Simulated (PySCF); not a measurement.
Sn(Vi)4, SMILES C=[CH][Sn]([CH]=C)([CH]=C)[CH]=C (GFN2-xTB optimised geometry):

```
21

C      1.995    -1.179    -1.053
C      1.245    -0.918     0.000
Sn    -0.931    -0.918     0.000
C     -1.635     1.141     0.000
C     -0.881     2.191    -0.261
C     -1.675    -1.953    -1.760
C     -2.326    -1.381    -2.754
C     -1.647    -1.931     1.788
C     -2.584    -2.859     1.802
H      1.571    -1.428    -2.012
H      3.075    -1.159    -1.005
H      1.722    -0.675     0.940
H     -2.683     1.283     0.227
H      0.168     2.101    -0.490
H     -1.279     3.196    -0.257
H     -1.475    -3.015    -1.802
H     -2.549    -0.327    -2.763
H     -2.669    -1.943    -3.612
H     -1.190    -1.630     2.721
H     -2.908    -3.329     2.720
H     -3.075    -3.196     0.904
```

Method: PBE0/def2-SVP, def2 effective core potentials past Kr in PySCF.

Problem. What are the frontier orbital energies and the dipole moment?

Solution. HOMO-2 -7.57 eV, HOMO-1 -7.45 eV, HOMO -7.40 eV, LUMO -0.24 eV, LUMO+1 -0.06 eV; dipole moment 0.10 D.

On the same geometry PySCF with PBE/def2-SVP, def2 effective core potentials past Kr gives HOMO-2 -6.37 eV, HOMO-1 -6.27 eV, HOMO -6.23 eV, LUMO -1.19 eV, LUMO+1 -1.04 eV; dipole moment 0.07 D.
